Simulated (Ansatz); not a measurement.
Geometry optimisation, RKS PBE/def2-SVP (Ansatz).

The input (input.yaml):

```yaml
crystal:
  periodic: [false, false, false]
  atoms:
    - { symbol: Ta, position_ang: [-0.604319, -0.395469, 0.297756] }
    - { symbol: Cl, position_ang: [2.930554, 0.481584, 0.760316] }
    - { symbol: Cl, position_ang: [-0.86006, -0.012195, 2.583134] }
    - { symbol: Cl, position_ang: [0.201506, -1.249139, -1.726158] }
    - { symbol: Cl, position_ang: [-0.216895, 1.815753, -0.243949] }
    - { symbol: Cl, position_ang: [-2.708275, -1.259174, 0.026065] }
    - { symbol: Si, position_ang: [1.002301, -2.211471, 1.201223] }
    - { symbol: H, position_ang: [0.129441, -3.448807, 1.121972] }
    - { symbol: H, position_ang: [2.204479, -2.519515, 0.330599] }
    - { symbol: H, position_ang: [1.498255, -2.100059, 2.616757] }
    - { symbol: H, position_ang: [3.102312, -0.79401, 0.389385] }
basis:
  gaussian: { orbitals: def2-SVP }
hamiltonian:
  xc: pbe
relax:
  f_tol: 0.03
  max_steps: 50
```

Run as:

```bash
$ ansatz run input.yaml --threads 4 --pin off --max-ram 5120MiB --backend cpu --events-out ev --progress --plain --runs-dir out
```

**Question.** Where does it end, and by what steps?

**Answer.** The run converged. The force dipped under the threshold on the way, but the program's further checks kept it going. After 29 steps the energy has fallen by 0.095 eV; H11 moved furthest, 1.11 Å.

```
step  energy less start (eV)  largest force component (eV/Å)  accepted
   0                  0.0000                           0.823       yes
   2                 -0.0372                           0.790       yes
   4                 -0.0560                           0.317       yes
   6                 -0.0415                           0.211        no
   8                 -0.0670                           0.105       yes
  10                 -0.0683                           0.057       yes
  12                 -0.0686                           0.370        no
  14                 -0.0718                           0.173       yes
  16                 -0.0728                           0.066       yes
  18                 -0.0765                           0.242       yes
  20                 -0.0816                           0.035       yes
  22                 -0.0538                           1.084        no
  24                 -0.0924                           0.116       yes
  26                 -0.0947                           0.079       yes
  28                 -0.0952                           0.030       yes
  29                 -0.0953                           0.006       yes
```

```xyz
11
Properties=species:S:1:pos:R:3
Ta -0.646 -0.419 0.336
Cl 3.468 0.156 0.504
Cl -1.372 -0.382 2.545
Cl 0.586 -0.947 -1.599
Cl -0.065 1.805 0.300
Cl -2.593 -1.313 -0.489
Si 0.954 -2.269 1.412
H -0.040 -3.394 1.614
H 2.055 -2.786 0.531
H 1.496 -1.871 2.756
H 2.836 -0.271 -0.553
```

Whether the end is a true minimum wasn't checked by a vibrational analysis.

The run took 80 s on 4 threads of Arm Neoverse V2, on a shared host, peak memory 0.28 GiB.
